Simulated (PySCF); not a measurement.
C2H8FNSi2, SMILES N(=C/[SiH3])/[C@H](F)[SiH3].

Geometry: B3LYP-D3(BJ)/def2-SVP. The structure was generated by enumeration; whether it is a known compound was not checked. Other conformers were not sampled.

Calculation: PySCF with B3LYP-D3(BJ)/def2-SVP.

Frequencies are harmonic and unscaled.

```tsv
mode	ν (cm⁻¹)	IR (km/mol)	moving atoms (share of kinetic energy)
1	54	0.4	Si 51 %, F 19 %, H 17 %
2	146	2.0	H 31 %, F 24 %, Si 22 %, C 15 %
3	149	1.5	H 74 %, Si 13 %, F 10 %
4	190	1.9	H 38 %, Si 26 %, F 20 %, C 14 %
5	208	0.2	H 79 %, C 9 %
6	250	4.4	F 45 %, H 20 %, C 16 %, Si 16 %
7	332	10.1	C 27 %, F 26 %, Si 18 %, H 18 %, N 11 %
8	436	27.9	N 43 %, H 26 %, Si 14 %, C 14 %
9	537	16.3	H 63 %, Si 17 %, C 15 %
10	593	50.2	H 45 %, Si 24 %, C 22 %, N 9 %
11	614	13.3	H 82 %, Si 10 %
12	639	34.3	H 69 %, N 13 %, Si 11 %
13	644	4.2	H 29 %, F 23 %, N 23 %, C 14 %, Si 11 %
14	781	30.5	C 43 %, H 41 %, Si 9 %
15	794	54.8	H 32 %, C 31 %, N 24 %
16	902	7.6	H 66 %, C 26 %
17	906	223.3	H 75 %, C 17 %
18	912	172.5	H 86 %, Si 9 %
19	938	9.7	H 86 %
20	952	67.3	H 94 %
21	957	126.6	H 93 %
22	967	127.9	H 52 %, C 31 %, F 12 %
23	970	62.5	H 97 %
24	1063	11.8	C 67 %, H 20 %, N 12 %
25	1201	13.4	H 67 %, C 29 %
26	1319	3.3	H 89 %, C 8 %
27	1368	12.7	H 79 %, C 11 %, N 9 %
28	1710	8.9	N 49 %, C 49 %
29	2211	157.3	H 97 %
30	2236	31.7	H 98 %
31	2239	73.2	H 99 %
32	2245	90.3	H 96 %
33	2250	97.8	H 96 %
34	2256	101.5	H 96 %
35	3045	15.5	H 92 %
36	3053	20.8	H 92 %, C 8 %
```
